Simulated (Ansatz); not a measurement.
ClH3Sn, SMILES `[Cl][SnH3]`. Total charge 0; spin multiplicity 1. Sn: def2 effective core potential.

```tsv
atom	x (Å)	y (Å)	z (Å)
Cl1	-1.442	1.328	-0.881
Sn2	0.124	-0.114	0.076
H3	0.907	0.781	1.290
H4	1.173	-0.570	-1.182
H5	-0.762	-1.425	0.697
```

**Question.** What are the harmonic wavenumbers in cm⁻¹ at PBE0-D4/def2-TZVP (Ansatz, finite differences of forces, unscaled)? (Best estimate.)

**Answer.** The calculation gave: 371, 488, 488, 702, 705, 705, 1971, 1979, 1979.

**Question.** Is this a minimum?

**Answer.** Yes, all 9 modes are real.

**Question.** Give the ideal-gas thermochemistry at 298.15 K and 1 bar (rigid rotor, harmonic oscillator; point group C3v, symmetry number 3).

**Answer.** Zero-point energy 56.2 kJ/mol; H(298) − E = 69.1 kJ/mol; entropy 276.0 J/(mol·K), of which translation 171.9, rotation 90.0, vibration 14.1; G(298) − E = -13.2 kJ/mol.
